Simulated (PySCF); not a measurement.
PySCF job for MoO₂Cl, SMILES [O]=[Mo](=[O])[Cl] (connectivity only; charge and spin as stated), neutral, multiplicity 2, C-PCM-ωB97X/def2-SVP. Coordinates come from a PBE-D3(BJ)/def2-SVP optimisation. A frequency run showed that this geometry is not a minimum. The spin state was assumed, not searched. The isomer is the one that the SMILES or the coordinates give; other isomers of the formula were not compared. The def2 effective core potentials stand for the cores of Mo; spin–orbit coupling is left out.

```python
import numpy as np
from pyscf import gto, scf, dft
from pyscf.solvent import pcm

mol = gto.M(
    atom='''
    Mo    0.00000000    0.00000000    0.31735910
    O     0.00000000   -1.40775623    1.26460424
    O     0.00000000    1.40775622    1.26460424
    Cl    0.00000000   -0.00000000   -1.97427941
    ''',
    basis='def2-SVP',
    ecp={'Mo': 'def2-svp'},
    charge=0,
    spin=1,
    max_memory=1600,
    verbose=3,
)
mf = dft.UKS(mol, xc='wb97x').density_fit(auxbasis='def2-universal-jkfit')
mf.grids.level = 3
mf.conv_tol = 1e-9
mf.max_cycle = 100
mf.kernel()
fine, coarse = mf.grids, dft.Grids(mol).set(level=1).build(with_non0tab=True)
for _ in range(3):  # follow internal instabilities
    mf.grids = coarse
    mo, _, stable, _ = mf.stability(return_status=True, nroots=4)
    mf.grids = fine
    if stable:
        break
    mf.kernel(mf.make_rdm1(mo, mf.mo_occ))
res = {}
for name, eps in {'water': 78.355, 'cyclohexanone': 15.619, 'diethylether': 4.24}.items():
    s = mf.PCM()
    s.with_solvent.method, s.with_solvent.eps, s.with_solvent.lebedev_order = 'C-PCM', eps, 29
    s.kernel(mf.make_rdm1())
    res[name] = (s.e_tot, eps, s.dip_moment(), s.mo_energy, s.converged)
    print(f'{name}: electrostatic solvation free energy {(s.e_tot - mf.e_tot) * 627.509474:.3f} kcal/mol')
```

It prints:

```

WARN: HOMO -0.383637244815639 >= LUMO -0.383637244815637

converged SCF energy = -678.616736605388  <S^2> = 0.75526076  2S+1 = 2.0052539
<class 'pyscf.df.df_jk.DFUKS'> wavefunction is stable in the internal stability analysis

WARN: PCM is an experimental feature. It is still in testing.
Features and APIs may be changed in the future.

converged SCF energy = -678.626201488831  <S^2> = 0.75508927  2S+1 = 2.0050828
Dipole moment(X, Y, Z, Debye): -0.00000,  0.00004, -1.47029
water: electrostatic solvation free energy -5.939 kcal/mol

WARN: PCM is an experimental feature. It is still in testing.
Features and APIs may be changed in the future.

converged SCF energy = -678.625646693285  <S^2> = 0.75509711  2S+1 = 2.0050906
Dipole moment(X, Y, Z, Debye):  0.00000, -0.00025, -1.45296
cyclohexanone: electrostatic solvation free energy -5.591 kcal/mol

WARN: PCM is an experimental feature. It is still in testing.
Features and APIs may be changed in the future.

converged SCF energy = -678.623843094952  <S^2> = 0.75513416  2S+1 = 2.0051276
Dipole moment(X, Y, Z, Debye):  0.00000, -0.00021, -1.39808
diethylether: electrostatic solvation free energy -4.459 kcal/mol
```

The run converged.

Cost: roughly 28 core-seconds.
